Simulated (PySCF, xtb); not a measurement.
WOF3, SMILES [O]=[W]([F])([F])[F] (connectivity only; charge and spin as stated), neutral, multiplicity 2.

Harmonic wavenumbers (cm⁻¹) from GFN2-xTB (xtb) at its own minimum, in rising order: 105, 168, 195, 216, 290, 380, 416, 448, 856.

Problem. What does PBE-D3(BJ)/def2-SVP run with PySCF give at its own minimum? (An estimate is asked for; the answer gives what the named calculation found.)

Solution. 43, 163, 193, 222, 279, 656, 689, 697, 1002. Paired by order, the mean absolute difference is 114 cm⁻¹ and the zero-point energies are 4.4 and 5.6 kcal/mol.
